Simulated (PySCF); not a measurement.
Species: C₇H₇F₂ (doublet state).
Z-matrix (Å and degrees, GFN2-xTB geometry), rows numbered from 1:
```
C 
C   1  1.4851
C   2  1.3539  1  124.18
C   3  1.4147  2  128.04  1   178.94
C   4  1.4050  3  110.40  2  -177.54
C   5  1.3602  4  109.10  3     0.18
F   6  1.3364  5  126.82  4  -178.18
C   6  1.5007  5  111.28  4    -1.83
F   8  1.3821  3  112.36  2    55.51
H   1  1.0865  2  111.08  3   163.79
H   1  1.0919  2  109.98  3   -76.28
H   1  1.0893  2  111.14  3    41.80
H   2  1.0802  1  117.68  3   177.74
H   4  1.0730  3  124.42  2     2.27
H   5  1.0742  4  125.56  3   179.86
H   8  1.1002  3  112.45  2   -63.40
```

The hyperfine couplings belong to this conformer and change with its torsions.

As a line formula: `C[CH]C1=CC=C(F)[C@@H]1F` [radical].

Computed, not measured: PySCF 2.14.0, UKS B3LYP, pcH-1 on C F H, non-relativistic, mean-field spin-orbit, GIAO. Geometry: GFN2-xTB, one conformer, isolated molecule. GFN2-xTB frequencies show an imaginary mode (53i cm⁻¹), so this geometry is no minimum at that level. The geometry wasn't refined by DFT: couplings that depend on bond lengths, twists or pyramidal angles can differ widely from those at the functional's own minimum.

Problem. What are Nα, Nβ and the exact ⟨S²⟩?

Solution. Nα = 34, Nβ = 33 (67 in all), and S(S+1) = 0.75 for S = 1/2.

Mulliken spin populations, one withheld:

| atom | bound to | population |
| --- | --- | --- |
| C1 | C2, H10, H11, H12 | -0.0313 |
| C2 | C1, C3, H13 | +0.3704 |
| C3 | C2, C4, C8 | -0.2013 |
| C4 | C3, C5, H14 | ? |
| C5 | C4, C6, H15 | -0.2291 |
| C6 | C5, F7, C8 | +0.4541 |
| F7 | C6 | +0.0353 |
| C8 | C6, F9, C3, H16 | -0.0071 |
| F9 | C8 | +0.0081 |
| H10 | C1 | +0.0032 |
| H11 | C1 | +0.0208 |
| H12 | C1 | +0.0115 |
| H13 | C2 | -0.0168 |
| H14 | C4 | -0.0255 |
| H15 | C5 | +0.0072 |
| H16 | C8 | +0.0120 |

Problem. What does C4 hold?

Solution. 1 − (0.4115) gives +0.588, since all populations sum to 2S.

Problem. Sum the populations by element and by sign.

Solution. Carbon +0.94, fluorine +0.04, hydrogen +0.01. The positive populations sum to 1.51, the negative ones to -0.51.

Problem. With ⟨S²⟩ = 0.7893, find the sum of squared α–β overlaps and estimate the admixture of higher spin.

Solution. Σ|⟨iα|jβ⟩|² over occupied orbitals = Nβ − [⟨S²⟩ − S(S+1)] = 33 − 0.0393 = 32.9607. If the quartet state (S + 1) were the only admixture, its weight would be 0.0393/(2S + 2) = 1.31 %. For Kohn–Sham this describes the determinant of the orbitals, not the true wave function.

Problem. What Fermi-contact NMR shifts do the couplings of C1, C2, C3, C4, C5, C6, C8 imply at 250 K (Curie law, g = gₑ)?

Solution. δ = a_FC·h·gₑ μB S(S+1)/(3 g_N μN kT), with k/h = 20836.6 MHz/K:

```json
{"nuclei": "C1", "isotope": "13C", "a_FC (MHz)": "-12.81", "g_N": "1.4048", "contact shift (ppm)": "-1609"}
{"nuclei": "C2", "isotope": "13C", "a_FC (MHz)": "32.41", "g_N": "1.4048", "contact shift (ppm)": "+4071"}
{"nuclei": "C3", "isotope": "13C", "a_FC (MHz)": "-36.61", "g_N": "1.4048", "contact shift (ppm)": "-4599"}
{"nuclei": "C4", "isotope": "13C", "a_FC (MHz)": "52.06", "g_N": "1.4048", "contact shift (ppm)": "+6539"}
{"nuclei": "C5", "isotope": "13C", "a_FC (MHz)": "-41.79", "g_N": "1.4048", "contact shift (ppm)": "-5249"}
{"nuclei": "C6", "isotope": "13C", "a_FC (MHz)": "52.15", "g_N": "1.4048", "contact shift (ppm)": "+6550"}
{"nuclei": "C8", "isotope": "13C", "a_FC (MHz)": "-11.32", "g_N": "1.4048", "contact shift (ppm)": "-1422"}
```

All at the stated temperature.

The SMILES `C[CH]C1=CC=C(F)[C@@H]1F` draws the unpaired electron on C2, whose computed spin population is only +0.37.
